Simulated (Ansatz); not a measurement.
Consider the isomerisation: `CB(F)CO` → `CCOBF`.

Calculated with Ansatz (gas phase, PBE0-D4/def2-TZVP geometries, no zero-point term in ΔE). CCSD(T)/CBS adds triple-zeta CCSD(T) − MP2 to the extrapolated MP2 energy (def2 sets, frozen cores). Functionals use def2-TZVPP. HSE06 is defined as in plane-wave codes. Each species was taken in one conformer, which may not be the lowest.

```json
{"level": "HSE06-D4", "ΔE (kJ/mol)": "-106.0"}
{"level": "CAM-B3LYP-D4", "ΔE (kJ/mol)": "-116.2"}
{"level": "ωB97X-V", "ΔE (kJ/mol)": "-110.9"}
{"level": "PBE-QIDH", "ΔE (kJ/mol)": "-112.0"}
{"level": "CCSD/def2-SVP", "ΔE (kJ/mol)": "-132.4"}
{"level": "HF/def2-TZVPP", "ΔE (kJ/mol)": "-124.5"}
{"level": "HF/def2-QZVPP", "ΔE (kJ/mol)": "-125.3"}
{"level": "CCSD/CBS(def2)", "ΔE (kJ/mol)": "-112.5"}
```

**Question.** What does CCSD(T)/CBS give? (Best estimate.)

**Answer.** Computed: -112.7 kJ/mol. The listed levels differ from it by 6.7, -3.5, 1.8, 0.7, -19.7, -11.8, -12.6, 0.2 kJ/mol.

**Question.** What do rigid-rotor, harmonic-oscillator terms from PBE0-D4/def2-TZVP frequencies (298.15 K, 1 bar) make of the CCSD(T)/CBS value? (Best estimate.)

**Answer.** Computed: ΔZPE = +5.1 kJ/mol, ΔH = -109.4 kJ/mol, ΔS = -13 J/(mol·K), ΔG = -105.5 kJ/mol.

Largest T1 diagnostic among the species: 0.012.

At CCSD(T), def2-SVP lies −21.4 kJ/mol from the extrapolated value and def2-TZVPP −2.6 kJ/mol. Leaving LDA and LC-ωPBE aside and taking each functional with its dispersion term where it has one, the values, not all of them listed here, spread over 14.3 kJ/mol, from BHLYP-D4 to revPBE-D4. LDA lies −4.1 kJ/mol from PBE without D4.

CCSD(T)/CBS has its own doubt, a few kJ/mol and more with outer-core shells, so smaller differences from it don't rank the levels.
